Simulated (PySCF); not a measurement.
SnO under electron impact: the energy ladder

CCSD(T) in PySCF with aug-cc-pVDZ(-PP) on every atom (core potentials on Sn), for the lowest determinant that a PBE0 search found; no spin–orbit coupling.

```
species  state (unpaired electrons)  Re (Å)  ωe (cm⁻¹)  energy of the minimum from the neutral (eV)  De (eV)  dissociates to
    SnO      singlet (closed shell)   1.871        784                                         0.00     5.30          Sn + O
   SnO⁺               doublet (π ↑)   2.012        619                                         9.52     2.94         Sn⁺ + O
```

Task: Work out the lowest energy to break SnO into atoms, from its vibrational ground state.

Result: D0 = De − ωe/2 = 5.30 − 0.05 = 5.25 eV (CCSD(T)/aug-cc-pVDZ(-PP)).

Task: Work out the ionisation energy of the Sn atom at this level and the threshold of dissociative ionisation.

Result: IE(Sn) = 9.52 + 2.94 − 5.30 = 7.16 eV, so Sn⁺ + O + e⁻ appears at D0 + IE(Sn) = 12.41 eV (CCSD(T)/aug-cc-pVDZ(-PP)). The measured IE(Sn) is 7.344 eV (NIST ASD).

These are thermodynamic thresholds; the onsets seen under electron impact lie higher where the geometry changes, and cross-sections peak well above them.

Correlated steps freeze 5 core orbitals. Correlated levels converge slowly with the basis: in double zeta they bind strong bonds too weakly, by up to about 1 eV, and carry superposition errors of some tenths. These are scalar-relativistic numbers at best; spin–orbit coupling would shift them, the dissociation energy most. For an ion De counts to the pair picked by the measured ionisation energies or electron affinities, which need not be the lowest pair at this level. Where the molecule has an RHF reference, its open-shell atoms are computed with UHF. The CCSD T1 diagnostic is raised in SnO, a sign that a single reference may not be enough there. States were picked by a PBE0 search and need not be the measured ground states.
